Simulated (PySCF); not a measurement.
Computed IR spectrum (relative IR intensity) of a molecule CH7NSi3. Coordinates come from a PBE0-D3(BJ)/def2-SVP optimisation. The values are those of a single conformer. Computed with PySCF with PBE0-D3(BJ)/def2-SVP. Frequencies are harmonic and unscaled.

Lines under 2 % of the strongest are left out, and lines within 2 cm⁻¹ are merged.

```csv
ν (cm⁻¹),relative intensity
221,7.4
415,7.3
435,3.0
475,5.0
507,5.2
545,4.4
583,2.7
626,18
678,13
709,40
760,25
778,59
861,100
911,9.5
929,19
932,50
1293,5.2
1626,19
2205,51
2213,8.5
2219,53
2221,27
2231,39
2236,47
3044,25
```

**Question.** Which structure fits?
A. C1=N[SiH2][SiH2][SiH2]1
B. [SiH3][Si@H]1N=C[SiH2]1
C. [SiH3][Si@@H]1C=N[SiH2]1
D. [SiH3]C1=N[SiH2][SiH2]1

**Answer.** B, [SiH3][Si@H]1N=C[SiH2]1
